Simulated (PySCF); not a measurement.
Species: BeBr2.
Bonds: Be1–Br2, Be1–Br3.

The closed-shell ground state was solved at several levels (PySCF, density fitting, gas phase). Isolated species at its PBE0-D3(BJ)/def2-SVP geometry, gas phase. The calculation is non-relativistic and has no spin–orbit coupling, an omission that weighs most on bromine. The dipole stays under 0.02 D at every level.

| level | basis functions | HOMO (eV) | LUMO (eV) | gap (eV) |
| --- | --- | --- | --- | --- |
| B3LYP/pcSseg-1 | 94 | -8.55 | -0.65 | 7.90 |
| PBE0/pcSseg-1 | 94 | -8.90 | -0.52 | 8.38 |

What might wB97X-D/def2-SVPD (94 basis functions) give for the same quantities?

HOMO -10.75 eV, LUMO 0.98 eV, gap 11.73 eV.

Over all these levels, which gives the widest orbital gap and which the narrowest?

wB97X-D/def2-SVPD (range-separated hybrid) has the widest, 11.73 eV, and B3LYP/pcSseg-1 (global hybrid, 20 % exact exchange) the narrowest, 7.90 eV. Functional and basis both differ between the two, so the spread mixes both effects.

***

BrClGaH.
Numbering: `[Cl:1][GaH:2][Br:3]` (hydrogens: H4 on Ga2)

The closed-shell ground state was solved at several levels (PySCF, density fitting, gas phase). Geometry: PBE0-D3(BJ)/def2-SVP; no solvent, vibrations or thermal averaging. The calculation is non-relativistic and has no spin–orbit coupling, an omission that weighs most on bromine and gallium.

```csv
level,basis functions,HOMO (eV),LUMO (eV),gap (eV),dipole (D)
B3LYP/def2-SVPD,114,-8.41,-2.14,6.27,1.63
PBE0/pcSseg-2,183,-8.67,-1.85,6.82,1.68
```

Estimate the row for PBE0/pcSseg-1, a basis of 111 functions; the other rows only guide the guess.

HOMO -8.70 eV, LUMO -1.87 eV, gap 6.83 eV, dipole 1.71 D.

How far do the dipole and the HOMO energy spread over the levels?

The dipole runs from 1.63 to 1.71 D (mean 1.67 D) and the HOMO from -8.70 to -8.41 eV.
